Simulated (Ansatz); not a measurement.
Geometry optimisation, RKS PBE0-D4/def2-SVP in Ansatz 0.2.0.

Input file:

```yaml
crystal:
  periodic: [false, false, false]
  atoms:
    - { symbol: B, position_ang: [-0.005017, -0.301732, -0.043273] }
    - { symbol: H, position_ang: [-0.058263, -0.406247, 1.152042] }
    - { symbol: F, position_ang: [1.175176, -0.113413, -0.607737] }
    - { symbol: O, position_ang: [-1.073496, -0.442643, -0.841635] }
    - { symbol: H, position_ang: [-1.901446, -0.562222, -0.365351] }
    - { symbol: Cl, position_ang: [-0.090925, 2.537576, 1.107981] }
    - { symbol: H, position_ang: [0.283369, 1.365281, 1.616174] }
basis:
  gaussian: { orbitals: def2-SVP }
hamiltonian:
  xc: pbe0
  dispersion: d4
relax:
  f_tol: 0.03
  max_steps: 50
```

Run as:

```bash
$ ansatz run input.yaml --threads 1 --pin off --max-ram 2048MiB --backend cpu --events-out ev --progress --plain --runs-dir out
```

Where does it end, and by what steps?

The run converged. After 19 steps the energy has fallen by 0.177 eV; H7 moved furthest, 1.03 Å.

```tsv
step	energy less start (eV)	largest force component (eV/Å)	accepted
0	0.0000	1.144	yes
1	-0.0507	0.617	yes
2	0.0152	1.505	no
3	-0.0654	0.335	yes
4	-0.0739	0.262	yes
5	-0.0827	0.108	yes
6	-0.0870	0.095	yes
7	-0.0714	0.833	no
8	-0.0914	0.096	yes
9	-0.0939	0.293	yes
10	-0.0965	0.522	yes
11	-0.1134	0.190	yes
12	-0.1201	0.797	yes
13	-0.1284	1.072	yes
14	-0.1662	0.184	yes
15	-0.1680	0.384	yes
16	-0.1737	0.181	yes
17	-0.1755	0.125	yes
18	-0.1767	0.047	yes
19	-0.1772	0.019	yes
```

```xyz
7
Properties=species:S:1:pos:R:3
B -0.124 -0.463 0.087
H -0.311 -1.136 1.070
F 1.064 0.126 -0.068
O -1.021 -0.276 -0.888
H -1.863 -0.706 -0.714
Cl -0.155 2.569 1.617
H 0.740 1.961 0.915
```

Run time: 55 s on 1 thread of Arm Neoverse V1, with other jobs on the host, peak memory 0.16 GiB.
